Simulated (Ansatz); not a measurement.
Abridged output of a molecular run in Ansatz:

```
Functional definition: HF
  name "HF"
  cite "Fock, Z. Phys. 61, 126 (1930) doi:10.1007/BF01340294"
  parent pbe
  exchange = exact_x
  correlation = 0
1176 factors; integrals over basis functions are off by at most 1.2e-3 eV
mean field evaluation 1: about -108617.9470 eV, gradient 2.4e1 eV
mean field evaluation 2: about -108618.0396 eV, gradient 2.4e1 eV
mean field evaluation 4: about -108619.9929 eV, gradient 1.8e0 eV
mean field evaluation 8: about -108620.0167 eV, gradient 1.6e-1 eV
mean field -108620.01682423 eV, -3991.7119929987 hartree, gradient 1.9e-6 eV, S^2 0.000000; 0 other end points of the search recorded, 0 dependent functions left out
28 core orbitals not correlated: weight in the atoms' cores, before any rotation towards them, 1.000 or more for the frozen orbitals, at most 0.000 for the correlated occupied ones
reference -108620.01682423 eV, -3991.7119929987 hartree; 26, 26 occupied and 63, 63 virtual orbitals, 1176 factors
second order -19.85158172 eV of doubles, -0.00000000 eV of singles
cycle   1  -20.50765355 eV  change   -6.6e-1 eV  update   9.0e-2
cycle   2  -20.94057784 eV  change   -4.3e-1 eV  update   2.6e-2
cycle   3  -21.00002405 eV  change   -5.9e-2 eV  update   1.2e-2
cycle   4  -20.99308262 eV  change    6.9e-3 eV  update   2.4e-3
cycle   5  -20.99312190 eV  change   -3.9e-5 eV  update   8.6e-4
cycle   6  -20.99257628 eV  change    5.5e-4 eV  update   2.7e-4
cycle   7  -20.99246376 eV  change    1.1e-4 eV  update   9.1e-5
cycle   8  -20.99252502 eV  change   -6.1e-5 eV  update   3.0e-5
perturbative correction -0.52291090 eV, -0.0192166212 hartree
Total energy: -108641.53226015 eV, -3992.5026706852 hartree
```

Its atoms:

```xyz
6

Cl    0.9077   -0.8134   -2.0673
Sn    0.3292   -0.3225    0.1076
Cl    0.4996   -2.2475    1.3539
Cl    1.9155    1.1688    0.8597
Se   -1.9975    0.5473    0.3181
H    -1.6545    1.6674   -0.5720
```

(1) Which basis set was used?
A. def2-SVPD
B. cc-pV(T+d)Z
C. def2-TZVPPD
D. def2-SVP

(2) Write the keys of the input that set method, charge and spin (a neutral closed shell needs none for the last two).

Results:

(1) D. It gives 117 functions.

(2) 
```yaml
correlation: {method: ccsd_t}
```
